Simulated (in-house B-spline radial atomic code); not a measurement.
The cobalt ion Co⁶⁺: [Ne] 3s2 3p5 3d3 5s1 (an excited or competing configuration)

Level of theory: Dirac-Hartree-Fock, average of configuration, Fermi nucleus of rms radius 3.7875 fm; calculated with a B-spline radial code for spherical atoms.

Effective charges: Z_r = [3n² - l(l+1)]/(2<r>) from the radius, Z_e = n√(-2ε) from the energy, and Slater's rules. Values are occupation-weighted means over j.

```csv
shell,electrons,ε (eV),<r> (bohr),Z_r,Z_e,Slater
1s,2,-7925.2,0.05616,26.71,24.13,26.70
2s,2,-1110.5,0.2534,23.68,18.07,22.85
2p,6,-967.87,0.2243,22.29,16.87,22.85
3s,2,-252.02,0.7295,18.50,12.91,16.10
3p,5,-208.35,0.7477,16.72,11.74,16.10
3d,3,-145.12,0.7552,13.90,9.80,9.30
5s,1,-44.93,3.215,11.66,9.09,7.00
```

The least bound orbital is 5s1/2 at -44.93 eV, and it is also the most diffuse (<r> = 3.215 bohr).

Spin-orbit splittings of the orbital energies (j = l + 1/2 above j = l - 1/2 when positive): 2p 15.06 eV, 3p 2.279 eV, 3d 0.2945 eV.

For the 1s electron the small component carries 0.945 % of the norm, the zero-frequency Breit interaction raises the level by 9.437 eV, self-energy by 4.692 eV, and vacuum polarisation lowers it by 0.4086 eV.
